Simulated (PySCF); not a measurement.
# Computed structure and properties of Pr2O(OH)4

System: Pr2O(OH)4 (singlet in the valence; each metal's 4f electrons, 2 of them, lie in its core potential, out of spins and levels); start: template (C2v). Method: PySCF 2.14.0, RKS r2SCAN, Pr lcecp-1-SVP with ECP48, O def2-SVP, H def2-SVP; non-relativistic Hamiltonian with scalar-relativistic core potentials where named; density fitting; no spin-orbit coupling.

Input of the relaxation:

```python
mol = gto.M(atom='''
Pr     0.00000     0.00000     2.17683
Pr     0.00000     0.00000    -2.18337
O      0.00000     0.00000    -0.00327
O      0.00000     1.89300     3.35713
H      0.00000     2.47150     4.13033
O     -0.00000    -1.89300     3.35713
H     -0.00000    -2.47150     4.13033
O      0.00000     1.89300    -3.36367
H      0.00000     2.84190    -3.54287
O     -0.00000    -1.89300    -3.36367
H     -0.00000    -2.84190    -3.54287''',
    basis={'Pr': 'lcecp-1-SVP', 'O': 'def2-SVP', 'H': 'def2-SVP'},
    ecp={'Pr': 'lcecp-1-SVP'},
    charge=0, spin=0)
mf = dft.RKS(mol, xc='R2SCAN')
mf.grids.atom_grid = (50, 194)  # f atoms: unpruned, at least (60, 302)
mf = mf.density_fit()  # fitting sets: Pr AutoAux, O def2-universal-JKFIT, H def2-universal-JKFIT
mf.conv_tol = 1e-08; mf.max_cycle = 55
mf.kernel(dm0)  # dm0: converged density of the start geometry
# quasi-Newton relaxation in Cartesian coordinates to a largest gradient under 0.00045 Eh/bohr, steps kept in the point group
```

Run from Python with OMP_NUM_THREADS=4; the lines above give its settings. Where DIIS fails, smearing, a level shift and second-order steps follow.
It took 2.2 min on 4 threads of Intel(R) Xeon(R) 6975P-C (Granite Rapids), with other jobs on the host, from the converged density of the start.

Course of the relaxation:

```csv
step,energy above end (eV),largest force component within the symmetry (eV/Å)
0,0.3213,1.204
1,0.1751,0.629
2,0.1092,0.190
3,0.0952,0.178
4,0.0362,0.560
5,0.0178,0.202
6,0.0097,0.160
7,0.0075,0.227
8,0.0048,0.100
9,0.0039,0.079
10,0.0007,0.085
11,0.0003,0.031
12,0.0000,0.022
13,0.0000,0.011
```

Relaxed geometry (D2h):

```xyz
11

Pr    0.0000    0.0000    2.2679
Pr    0.0000    0.0000   -2.0565
O     0.0000    0.0000    0.1059
O     0.0000    1.9249    3.2539
H     0.0000    2.7807    3.6884
O     0.0000   -1.9249    3.2539
H     0.0000   -2.7807    3.6884
O     0.0000    1.9250   -3.0423
H     0.0000    2.7775   -3.4827
O     0.0000   -1.9250   -3.0423
H     0.0000   -2.7775   -3.4827
```

```
     contact      Å
  Pr1–O3 (O)  2.162
 Pr1–O4 (OH)  2.163
 Pr1–O6 (OH)  2.163
 Pr2–O8 (OH)  2.163
Pr2–O10 (OH)  2.163
```

On the finer grid (75, 302):

* HOMO: -5.73 eV
* LUMO: -1.71 eV
* Dipole about the centre of mass: 0.03 D
* Set of Mulliken populations of Pr1 outside the core potential: s 2.09, p 6.26, d 1.42, f 0.10
* D3(BJ) dispersion energy (not in the energies): -0.055 eV

```csv
atom,Mulliken (e),Löwdin (e),spin (e)
Pr1,1.12,0.79,0.00
Pr2,1.12,0.79,0.00
O3,-0.76,-0.51,0.00
O4,-0.55,-0.34,0.00
H5,0.18,0.07,0.00
O6,-0.55,-0.34,0.00
H7,0.18,0.07,0.00
O8,-0.55,-0.34,0.00
H9,0.18,0.07,0.00
O10,-0.55,-0.34,0.00
H11,0.18,0.07,0.00
```

The 4f levels lie in the core potential and are missing. Their spin isn't counted.

No frequency check is given for this geometry.

Rigid scan of O along the line from its metal:

(distance to O3 (Å), energy (eV)): (1.86, 1.374), (1.96, 0.577), (2.06, 0.139), (2.16, 0.000), (2.26, 0.138), (2.36, 0.575), (2.46, 1.370), (2.61, 3.483)

Taking off one OH (charge -1, singlet; the rest: singlet) in vacuum, both parts rigid, costs 10.39 eV; the small basis without counterpoise inflates it. Most of it is the attraction of opposite charges; other ways to part are cheaper, and one spin state was tried for the rest.

Rigid scan of OH along the line from its metal:

```
distance to O4 (Å)  energy (eV)
              1.86        1.170
              1.96        0.444
              2.06        0.092
              2.16        0.000
              2.26        0.081
              2.36        0.277
              2.56        0.851
              2.86        1.849
              3.26        3.064
```

One start shape was tried, so this needn't be the lowest isomer.

An lcecp potential fixes the number of 4f electrons, so in runs with it no electron can move into or out of that shell.
